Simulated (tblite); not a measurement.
Compound: C6H15PSi.
Atom-mapped SMILES: `[CH2:1]=[C:2]([CH3:3])[P:4]([CH2:5][CH3:6])[CH2:7][SiH3:8]` (hydrogens: H9, H10 on C1; H11, H12, H13 on C3; H14, H15 on C5; H16, H17, H18 on C6; H19, H20 on C7; H21, H22, H23 on Si8)

Geometry (GFN2-xTB, Å), atoms numbered from 1 in this order:
```
atom  x, y, z in Å
C1    -2.3509   -0.6682    1.2867
C2    -1.4720   -0.5879    0.2957
C3    -1.8725   -0.7108   -1.1418
P4     0.2900   -0.3242    0.7812
C5     0.4910    1.4186    0.1426
C6    -0.3386    2.4047    0.9523
C7     1.1603   -1.2109   -0.5957
Si8    3.0478   -1.1752   -0.3538
H9    -3.4078   -0.8063    1.1136
H10   -2.0380   -0.5955    2.3157
H11   -1.4643    0.1061   -1.7360
H12   -2.9571   -0.6979   -1.2341
H13   -1.5040   -1.6477   -1.5596
H14    0.2200    1.4648   -0.9164
H15    1.5526    1.6644    0.2311
H16   -1.3974    2.1598    0.8832
H17   -0.1936    3.4207    0.5877
H18   -0.0507    2.3698    2.0012
H19    0.8766   -0.7943   -1.5635
H20    0.8203   -2.2485   -0.5609
H21    3.3766   -1.7222    0.9608
H22    3.6515   -1.9870   -1.4150
H23    3.5554    0.1947   -0.4649
```

Level: GFN2-xTB in tblite, geometry and Hessian alike; calculated harmonic values, unscaled, isolated species. The method is semi-empirical: single wavenumbers can be off by several per cent or more. Modes of hydrogen on silicon can be 10 to 20 % off. One conformer, not necessarily the lowest.

Harmonic wavenumbers (cm⁻¹): 31.1, 44.5, 73.8, 103.7, 109.8, 154.7, 157.1, 196.5, 201.4, 243.6, 304.0, 339.0, 377.2, 434.8, 505.8, 527.5, 625.0, 665.5, 683.2, 719.7, 741.3, 766.3, 775.3, 784.7, 792.0, 803.3, 901.3, 947.2, 983.8, 999.4, 1006.2, 1029.8, 1034.6, 1077.6, 1122.1, 1196.4, 1225.0, 1251.3, 1389.4, 1409.4, 1410.5, 1422.2, 1449.7, 1482.1, 1484.9, 1496.5, 1502.3, 1678.3, 2242.2, 2248.7, 2283.7, 2923.2, 2948.4, 2952.9, 2954.1, 2996.2, 3007.2, 3010.9, 3020.7, 3021.1, 3029.7, 3070.6, 3105.0.

A = 1887, B = 872.8, C = 712.2 MHz; mass 146.068 u (most abundant isotopes); point group C1, symmetry number 1.

Q: What is the zero-point energy?

A: ½Σν̃ = 40738 cm⁻¹ = 116.47 kcal/mol.

Q: Entropy at 298.15 K, 1 bar (ideal gas, RRHO, classical rotation)?

A: Translation 40.87, rotation 30.00, vibration 42.33: S = 113.2 cal/(mol K).

Q: And Cp and H(298.15 K) − H(0)?

A: Cp = 48.05 cal/(mol K), of which vibrations give 40.10 (their classical limit is 63 R = 125.2); H(298.15 K) − H(0) = 8.71 kcal/mol without the zero-point energy, 6.34 from vibrations.

Q: Which modes carry the vibrational entropy at 298.15 K?

A: 31.1 cm⁻¹: 5.76; 44.5 cm⁻¹: 5.05; 73.8 cm⁻¹: 4.05; 103.7 cm⁻¹: 3.38; 109.8 cm⁻¹: 3.27; 154.7 cm⁻¹: 2.61 cal/(mol K); the other 57 give 18.20 together.

Q: What must be added to the electronic energy to get the Gibbs energy at 298.15 K and 1 bar?

A: ZPE + [H(298.15 K) − H(0)] − T·S = 116.47 + 8.71 − 33.75 = 91.43 kcal/mol.

Q: Blend soft modes into free rotors: weight 1/[1 + (100 cm⁻¹/ν̃)⁴] for the oscillator and the rest for a rotor with moment μB/(μ + B), μ = h/(8π²ν), B = 10⁻⁴⁴ kg m². What vibrational entropy results?

A: 38.08 cal/(mol K) in place of 42.33, which changes −T·S at 298.15 K by +1.27 kcal/mol.

Hindered rotation and anharmonicity are outside this model. Other conformers, if any are populated, would add a mixing term that is left out. The structure is chiral; the term R ln 2 for an equal mix with its mirror image is left out.
